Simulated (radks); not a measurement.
The numbers below are computed, except where a source is named.
Q: The mean radii <r> (bohr) of the occupied orbitals of an atom or ion are listed with their occupations. Level of theory: scalar-relativistic Kohn-Sham, revPBE, spin-polarised, spherical densities, point nucleus (a radial shooting solver on a logarithmic mesh with Libxc functionals).

orbital  occ.      <r>
1s down     1  0.02036
1s up       1  0.02036
2s up       1  0.08626
2s down     1  0.08626
2p up       3  0.07651
2p down     3  0.07651
3s up       1   0.2214
3s down     1   0.2212
3p up       3   0.2195
3p down     3   0.2193
3d up       5   0.1978
3d down     5   0.1976
4f up       1   0.4142

Name the element and its charge. Open shells, if any, are filled with parallel spins first.

A: Z = 68, erbium, charge +39: Er39+ in [Ar] 3d10 4f1. The 1s radius gives Z: for a bare nucleus <r> = (2 gamma + 1)/(2Z) with gamma = sqrt(1 - (Z/c)^2), 0.02012 bohr for Z = 68, and screening makes it slightly larger (0.02036 here). The occupations add up to 29, and the charge is Z minus that.
